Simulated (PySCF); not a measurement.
Spinor energies of Hf⁶³⁺ (hafnium, charge +63)

Start: [He] 2s2 2p5; 2p1/2 filled at m_j = -1/2, +1/2; 2p3/2 filled at m_j = -1/2, +1/2, +3/2. Calculated with PySCF 2.14 in an uncontracted even-tempered set (17 s from 47 bohr⁻², ratio 2.4; 13 p from 60 bohr⁻², ratio 2.4; 5 d from 210 bohr⁻², ratio 2.6; 4 f from 310 bohr⁻², ratio 2.6): generalised Hartree-Fock with the X2C-1e Hamiltonian and a Gaussian nucleus; one run each with spin-orbit coupling (SO) switched off, then screened by Boettger's factors.

```
spinor shell  electrons  ε, spin-free (eV)  ε, screened SO (eV)  weight of nominal j (screened SO)  rms radius, screened SO (bohr)
       1s1/2          2           -71525.6             -71499.2                              1.000                          0.0215
       2s1/2          2           -16691.0             -16683.6                              1.000                          0.0849
       2p1/2          2           -15391.9             -16275.4                              1.000                          0.0720
       2p3/2          3           -15391.9             -15026.3                              1.000                          0.0787
```

```tsv
quantity	spin-free	screened SO
E (hartree)	-9850.34001	-9876.13755
M_J	3/2	3/2
⟨J²⟩	3.750	3.750
⟨L²⟩	2.000	2.022
⟨S²⟩	0.750	0.772
```

Each row is a mean over spinors that exchange with the open shell spreads, by up to 62.495 eV (2s1/2).

Breit and QED terms are absent; they matter most for the inner s and p1/2 levels.

Densities and radii are taken from the X2C orbitals without a picture-change correction, which distorts them close to the nucleus.

Without spin-orbit coupling the j labels of p, d and f shells carry no meaning; the spin-free column gives the mean over the occupied spinors of each nl shell.
